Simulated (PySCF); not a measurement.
Species: C2F5 (charge 0, doublet). It need not be the lowest isomer of its formula. SMILES: F[C](F)C(F)(F)F
Geometry from a B3LYP-D3(BJ)/def2-TZVP (Ansatz) optimisation:
```
C
F 1 1.3353
F 1 1.3353 2 109.29
F 1 1.3472 2 108.06 3 117.37
C 1 1.5180 2 109.84 4 122.07
F 5 1.3204 1 114.39 2 174.49
F 5 1.3204 6 112.11 1 -132.36
```
Charge 0, spin multiplicity 2.

Dispersion corrections to the total energy (kcal/mol) from the dftd3 and dftd4 libraries through PySCF: D3(BJ) without and D4 with the three-body term, each with the damping fitted for the functional named.

```tsv
functional	D3(BJ)	D4
B2GP-PLYP	-1.27	-1.14
revPBE	-6.35	-10.38
TPSSh	-2.64	?
BP86	-3.52	?
PBE	-2.37	?
HSE06	-1.39	-2.12
B3LYP	-4.04	-4.48
```

Q: What belongs in the gaps?

A: 
- TPSSh, D4: -3.45
- BP86, D4: -3.57
- PBE, D4: -2.80
